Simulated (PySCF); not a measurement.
Job file and geometry (Å, from GFN2-xTB) of an NMR shielding run on SMILES O=C1CCB(F)CC1, C$_{5}$H$_{8}$BFO, PySCF, GIAO PBE0/pcSseg-1 NMR shielding, non-relativistic, gas phase; density fitting, a coarse starting grid and PySCF grid level 2 are the driver's defaults:

```
$ OMP_NUM_THREADS=1 python probes_run.py task.json out

{"job": {"kind": "nmr", "xc": "PBE0", "basis": "pcSseg-1"}, "charge": 0, "multiplicity": 1}
O      0.378225    -2.662760     0.018562
C      0.210105    -1.467873     0.016844
C      1.339849    -0.512753    -0.301445
C      1.192262     0.885739     0.308425
B     -0.217716     1.506088    -0.035445
F     -0.403686     2.813268    -0.077890
C     -1.396752     0.498794    -0.329431
C     -1.138416    -0.859210     0.332519
H      2.276445    -0.986236    -0.000135
H      1.362748    -0.430600    -1.392785
H      1.290064     0.806937     1.395521
H      2.023267     1.513399    -0.017603
H     -2.368379     0.878439    -0.008078
H     -1.479072     0.352341    -1.411044
H     -1.909359    -1.586708     0.070395
H     -1.167183    -0.739921     1.420181
```

Task: Write the output of this run.

Result: 
```
coarse grid: 13648 points
cycle   1  E = -394.6336825273  dE =  1.124e+00  |g| = 8.990e-01  |ddm| = 3.575e+00
cycle   2  E = -394.2621285865  dE =  3.716e-01  |g| = 1.682e+00  |ddm| = 2.492e+00
cycle   3  E = -394.7808556613  dE = -5.187e-01  |g| = 2.331e-01  |ddm| = 1.925e+00
cycle   4  E = -394.7923487012  dE = -1.149e-02  |g| = 6.124e-02  |ddm| = 2.187e-01
cycle   5  E = -394.7930235626  dE = -6.749e-04  |g| = 1.574e-02  |ddm| = 5.560e-02
cycle   6  E = -394.7930614900  dE = -3.793e-05  |g| = 5.933e-03  |ddm| = 1.295e-02
cycle   7  E = -394.7930673976  dE = -5.908e-06  |g| = 1.152e-03  |ddm| = 4.471e-03
final grid: 133040 points
cycle   8  E = -394.8537228511  dE = -3.890e-05  |g| = 1.374e-02  |ddm| = 2.874e-02
cycle   9  E = -394.8536252832  dE =  9.757e-05  |g| = 2.642e-02  |ddm| = 3.053e-02
cycle  10  E = -394.8537600380  dE = -1.348e-04  |g| = 2.501e-03  |ddm| = 2.168e-02
cycle  11  E = -394.8537612865  dE = -1.249e-06  |g| = 2.077e-04  |ddm| = 1.840e-03
cycle  12  E = -394.8537612963  dE = -9.758e-09  |g| = 5.589e-05  |ddm| = 2.969e-04
cycle  13  E = -394.8537612968  dE = -5.099e-10  |g| = 2.928e-05  |ddm| = 6.269e-05
converged SCF energy = -394.8537612968

GIAO shielding tensors (ppm)
atom      isotropic    diamagn.    paramagn.     s11        s22        s33       span
  0 O     -347.525     397.348    -744.874   -943.733   -430.709    331.867   1275.600
  1 C      -29.597     248.687    -278.284   -110.656    -74.126     95.991    206.647
  2 C      147.798     250.973    -103.175    132.472    137.343    173.578     41.107
  3 C      168.803     254.781     -85.978    155.304    167.224    183.882     28.577
  4 B       37.362     188.347    -150.985    -32.313     60.570     83.830    116.142
  5 F      186.676     463.705    -277.029     11.173     80.433    468.421    457.248
  6 C      168.735     254.795     -86.060    155.730    166.963    183.513     27.783
  7 C      147.417     250.981    -103.564    131.937    137.024    173.290     41.353
  8 H       29.019      30.141      -1.122     24.342     28.753     33.962      9.620
  9 H       29.475      30.672      -1.197     26.438     27.915     34.072      7.633
 10 H       30.548      30.880      -0.332     26.871     28.524     36.250      9.378
 11 H       30.407      29.846       0.562     25.521     29.346     36.355     10.834
 12 H       30.396      29.844       0.553     25.502     29.348     36.339     10.837
 13 H       30.556      30.853      -0.298     26.809     28.577     36.282      9.473
 14 H       29.026      30.177      -1.150     24.371     28.745     33.963      9.592
 15 H       29.458      30.715      -1.257     26.548     27.831     33.995      7.446
```

Size and cost of the density-fitted run: 176 basis functions, 45 s wall time on 1 thread of an Arm Neoverse N1, shared host; peak memory 0.8 GiB.
